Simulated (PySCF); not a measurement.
Species: trans-Si(H2O)2F4.
Bonds: Si1–O2, Si1–O5, Si1–F8, Si1–F9, Si1–F10, Si1–F11. Hydrogens: H3, H4 on O2; H6, H7 on O5.

The closed-shell ground state was solved at several levels (PySCF, density fitting, gas phase, non-relativistic). Geometry: PBE0-D3(BJ)/def2-SVP; no solvent, vibrations or thermal averaging.

```tsv
level	basis functions	total energy (Eh)	HOMO (eV)	LUMO (eV)	gap (eV)	dipole (D)
CAM-B3LYP/def2-SVPD	194	-841.3891	-11.41	-0.02	11.39	0.18
wB97X-D/pcSseg-1	146	-841.7568	-11.60	2.01	13.61	0.19
```

**Question.** What might PBE0/pcSseg-1 (146 basis functions) give for the same quantities?

**Answer.** Total energy -841.2594 Eh, HOMO -9.57 eV, LUMO 0.13 eV, gap 9.70 eV, dipole 0.19 D.

**Question.** Over all these levels, which gives the widest orbital gap and which the narrowest?

**Answer.** wB97X-D/pcSseg-1 (range-separated hybrid) has the widest, 13.61 eV, and PBE0/pcSseg-1 (global hybrid, 25 % exact exchange) the narrowest, 9.70 eV. The two share the basis. From the narrowest to the widest the HOMO moves by -2.03 eV and the LUMO by +1.88 eV.

**Question.** How far do the dipole and the HOMO energy spread over the levels?

**Answer.** The dipole runs from 0.18 to 0.19 D (mean 0.19 D) and the HOMO from -11.60 to -9.57 eV.

Note: wB97X-D ran without an empirical dispersion term, which enters the total energy and its gradient alone.
